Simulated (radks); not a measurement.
Task: The bromine ion Br2+, configuration [Ar] 3d10 4s1.5 4p3.5 (fractional occupations, a model configuration). All-electron calculation, scalar-relativistic Kohn-Sham, PBEsol, spin-unpolarised, spherical densities, finite nucleus; Fermi nuclear charge, rms radius 4.1629 fm. Program: a radial shooting solver on a logarithmic mesh with Libxc functionals. Some entries of the table are withheld. Estimate them.

orbital,occ.,eigenvalue (hartree),<r^2> (bohr^2),r(max) (bohr)
1s,2,-489.9843,0.002463,0.02793
2s,2,-64.56471,0.04241,0.1593
2p,6,(1),0.03353,0.1275
3s,2,-9.64851,0.3501,0.4843
3p,6,-7.28241,0.3727,0.4812
3d,10,-3.36468,0.4291,(2)
4s,1.5,-1.55337,2.853,(3)
4p,3.5,-1.05063,3.888,1.576

Result: 
(1) 2p eigenvalue (hartree): -57.07118
(2) 3d r(max) (bohr): 0.4304
(3) 4s r(max) (bohr): 1.387
